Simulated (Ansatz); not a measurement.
This geometry of ClH3Sn + H2O (8 atoms, charge 0, multiplicity 1) is a first-order saddle point.

The calculation used RKS B3LYP/def2-SVP (Ansatz).

```xyz
8
Properties=species:S:1:pos:R:3
Sn -0.258 0.035 -0.344
Cl -0.381 0.806 2.650
H 1.112 -0.799 0.232
H -0.235 1.720 -0.559
H -0.862 -0.758 -1.758
O -1.984 -0.384 0.833
H -2.225 -1.318 0.940
H -1.511 0.067 1.818
```

**Question.** Which two structures does it join? (They come from a converged band through this point; their orientation in space is the band's.)

**Answer.** Bonds broken: Sn1–Cl2, O6–H8. Bonds formed: Sn1–O6, Cl2–H8. ClH3Sn + H2O becomes ClH + H4OSn.

Image 0:

```xyz
8
Properties=species:S:1:pos:R:3
Sn 0.261 0.041 -0.127
Cl 0.180 -0.123 2.274
H 1.957 0.029 -0.433
H -0.437 1.531 -0.577
H -0.462 -1.370 -0.770
O -2.668 0.037 0.867
H -2.987 -0.877 0.867
H -2.188 0.103 1.710
```

Image 8:

```xyz
8
Properties=species:S:1:pos:R:3
Sn -0.304 -0.071 -0.539
Cl -0.718 0.859 3.180
H 1.088 -0.833 0.108
H -0.222 1.631 -0.613
H -0.772 -0.796 -2.025
O -1.864 -0.385 0.728
H -2.150 -1.309 0.779
H -1.402 0.275 2.194
```

**Question.** How far does it lie above each of them?

**Answer.** 0.86 eV above the first and 0.19 eV above the second. This is the barrier of this one path; another mechanism may lie lower. The orbitals stay closed-shell, which can raise the energy where a bond breaks towards radicals; this wasn't checked here.

Run time: 8.7 min on 1 thread of Arm Neoverse V1, on a shared host, peak memory 0.19 GiB.
